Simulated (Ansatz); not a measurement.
The cluster La6, relaxed as a singlet with RKS r2SCAN-D4/def2-SVP in Ansatz, starting from packed atoms. Force threshold 0.02 eV/Å.

In the def2 sets La takes a core potential; there is no spin–orbit coupling. The relaxation made no stability test and no search for a lower SCF solution. No other spin state of charge 0 was run. The structure comes from a short search, and lower isomers may exist.

Start:

```xyz
6

La    3.530   -0.935    2.929
La    1.412   -3.589   -0.395
La   -2.851    1.918   -1.907
La   -1.177   -1.490   -2.795
La   -1.183    3.931    1.428
La    0.270    0.163    0.740
```

```tsv
step	energy (eV)	largest force component (eV/Å)	SCF passes
1	-5147.0268	1.342	176
2	-5148.2017	1.156	84
3	-5149.2834	1.033	139
4	-5150.1110	1.096	73
5	-5150.7037	0.796	63
6	-5151.0335	0.366	52
7	-5151.1455	0.219	53
8	-5151.2508	0.292	54
9	-5151.3701	0.311	55
10	-5151.5222	0.434	66
11	-5151.7589	0.632	60
13	-5152.2359	0.274	48
15	-5152.3064	0.113	44
17	-5152.3644	0.179	47
19	-5152.4405	0.114	59
21	-5152.6702	0.673	75
23	-5153.0624	0.150	60
25	-5153.1481	0.540	57
27	-5153.2562	0.132	49
29	-5153.2845	0.149	50
31	-5153.3024	0.118	39
33	-5153.3051	0.041	43
34	-5153.3056	0.007	41
```

Force components are those of the run's own axes.

End:

Cartesian coordinates in Å:
```
La 2.0273 0.5529 1.4380
La 1.4701 -1.9071 -0.8344
La 0.2661 1.3387 -1.5129
La -1.8212 -1.9233 -2.0000
La -0.8242 2.4704 2.0583
La -1.1181 -0.5317 0.8511
```

Bonds formed: La1–La3, La1–La5, La2–La3 (atoms count from 1). The end is the same structure that another start reached.

No frequencies were taken in this run, so the end may be a saddle point.

Hardware: 4 threads of Intel Xeon Platinum 8259CL on a shared host. Wall time 8.4 min, peak host memory 0.61 GiB.
